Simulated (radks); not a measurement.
P+, configuration [Ne] 3s1 3p2 4p1 (not the ground configuration). All-electron calculation, scalar-relativistic Kohn-Sham, PBE, spin-polarised, spherical densities, point nucleus; open shells are filled with parallel spins first. Program: a radial shooting solver on a logarithmic mesh with Libxc functionals.

Unscreened Slater integrals over Kohn-Sham orbitals (cm^-1). They are taken over the spin-up orbitals.

F0(4p,4p): 36291
F2(4p,4p): 19779
F0(4p,3p): 46146
F2(4p,3p): 10820
G0(4p,3p): 2757.7
G2(4p,3p): 3361.5
F0(4p,3s): 46737
G1(4p,3s): 3838.1
F0(4p,2p): 50625
F2(4p,2p): 3304.4
G0(4p,2p): 1283.7
G2(4p,2p): 1307.3
F0(3p,3p): 101790
F2(3p,3p): 52232
F0(3p,3s): 107460
G1(3p,3s): 71831
F0(3p,2p): 137690
F2(3p,2p): 23569
G0(3p,2p): 9752.1
G2(3p,2p): 9595.0
F0(3s,3s): 114260
F0(3s,2p): 150990
G1(3s,2p): 11411
F0(2p,2p): 416300
F2(2p,2p): 191770

Derived for the open shells (J is the average intra-shell exchange parameter used in DFT+U). 3p: J = F2/5 = 10450 cm^-1; in LS coupling 1D lies 6 F2/25 = 12540 cm^-1 above 3P. 4p: J = F2/5 = 3956 cm^-1.
